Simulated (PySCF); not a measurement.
C₅H₁₂Si₂.
SMILES with atom numbers: `[CH2:1]=[CH:2][CH2:3][CH:4]1[SiH2:5][CH2:6][SiH2:7]1` (hydrogens: H8, H9 on C1; H10 on C2; H11, H12 on C3; H13 on C4; H14, H15 on Si5; H16, H17 on C6; H18, H19 on Si7)

The geometry is computed with GFN2-xTB (gas phase).

Q: Give the optimised bond lengths and angles.

A: 
| bond | length (bohr) | order |
| --- | --- | --- |
| C1=C2 | 2.494 | double |
| C2–C3 | 2.821 | single |
| C3–C4 | 2.891 | single |
| C4–Si5, C4–Si7 | 3.640 | single |
| Si5–C6, C6–Si7 | 3.625 | single |
| C1–H8 | 2.036 | single |
| C1–H9 | 2.037 | single |
| C2–H10 | 2.047 | single |
| C3–H11, C3–H12 | 2.067 | single |
| C4–H13 | 2.066 | single |
| Si5–H14, Si7–H18 | 2.769 | single |
| Si5–H15, Si7–H19 | 2.767 | single |
| C6–H16 | 2.054 | single |
| C6–H17 | 2.053 | single |

Bonds in one row agree within 0.02 bohr and their mean is given. Orders are formal, as drawn. A selection of angles:
| angle | degrees |
| --- | --- |
| C2–C1–H8 | 122.2 |
| C2–C1–H9 | 121.7 |
| H8–C1–H9 | 116.2 |
| C1–C2–C3 | 124.9 |
| C1–C2–H10 | 120.0 |
| C3–C2–H10 | 115.0 |
| C2–C3–C4 | 110.5 |
| C2–C3–H11 | 109.8 |
| C4–C3–H11 | 109.9 |
| H11–C3–H12 | 108.0 |
| C3–C4–Si5 | 116.8 |
| C3–C4–H13 | 107.6 |
| Si5–C4–Si7 | 92.2 |
| Si5–C4–H13 | 111.3 |
| C4–Si5–C6 | 87.3 |
| C4–Si5–H14 | 115.5 |
| C4–Si5–H15 | 114.0 |
| C6–Si5–H14 | 115.6 |
| C6–Si5–H15 | 113.4 |
| H14–Si5–H15 | 109.6 |
| Si5–C6–Si7 | 92.7 |
| Si5–C6–H16 | 113.6 |
| Si5–C6–H17 | 115.3 |
| H16–C6–H17 | 106.4 |

Dihedral angles: C1–C2–C3–C4 114° (anticlinal); C2–C3–C4–Si5 -68° (synclinal); C3–C4–Si5–C6 -127° (anticlinal); C4–Si5–C6–Si7 5° (synperiplanar); Si5–C6–Si7–C4 -5° (synperiplanar); C3–C4–Si7–C6 127° (anticlinal). The mirror-image conformer, all signs reversed, is as good.

Si5 (SiH2 silicon) has angles from 87.3° to 115.6°. The 4-membered ring C4–Si5–C6–Si7 has internal angles of 87.3° to 92.7° (sum 359°, against 360° for a flat polygon); it is slightly puckered (a soft mode that the optimisation may not have finished), 0.05 Å rms from its mean plane, widest ring torsion 5°. Of the pairs four or more bonds apart, H9···H11 is among the closest relative to their van der Waals radii: 2.43 Å, 101 % of the sum of Bondi's values. The 3 C–C bonds span 1.320 Å (C1=C2, drawn double) to 1.530 Å (C3–C4, drawn single), a spread of 0.210 Å.

Point group: C1 (no symmetry element, even within 0.4 Å). GFN2-xTB frequencies: not computed here. One conformer, not necessarily the lowest.
